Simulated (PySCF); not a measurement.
Polarisability and C₆ of Si (silicon, neutral)

[Ne] 3s1 3p3, high-spin 5S determinant (an excited configuration). Calculation: PySCF 2.14, in dyall-acv3z (19s12p6d4f, 113 functions); the non-relativistic Hamiltonian (point nucleus). Coupled (time-dependent) response in atomic units; α is the mean over directions.

```csv
method,mean α (bohr³),C₆ (like pair),S(−4)
revPBE,38.30,308.2,575.1
```

S(−4) is the Cauchy moment in α(ω) = α(0) + S(−4) ω² + …

α(iu) at revPBE:

```json
{"u (hartree)": "0", "α(iu) (bohr³)": "38.30"}
{"u (hartree)": "0.0500", "α(iu) (bohr³)": "36.93"}
{"u (hartree)": "0.100", "α(iu) (bohr³)": "33.46"}
{"u (hartree)": "0.200", "α(iu) (bohr³)": "24.82"}
{"u (hartree)": "0.300", "α(iu) (bohr³)": "17.78"}
{"u (hartree)": "0.500", "α(iu) (bohr³)": "9.674"}
{"u (hartree)": "0.750", "α(iu) (bohr³)": "5.292"}
{"u (hartree)": "1.00", "α(iu) (bohr³)": "3.314"}
{"u (hartree)": "1.50", "α(iu) (bohr³)": "1.677"}
{"u (hartree)": "2.00", "α(iu) (bohr³)": "1.039"}
{"u (hartree)": "3.00", "α(iu) (bohr³)": "0.5438"}
{"u (hartree)": "5.00", "α(iu) (bohr³)": "0.2502"}
```

A single London oscillator, α(iu) = α/(1 + u²/ω²), gives C₆ = (3/4) ω α². Matching the computed C₆ needs ω = 4 × 308.2 / (3 × 38.30²) = 0.280 hartree.
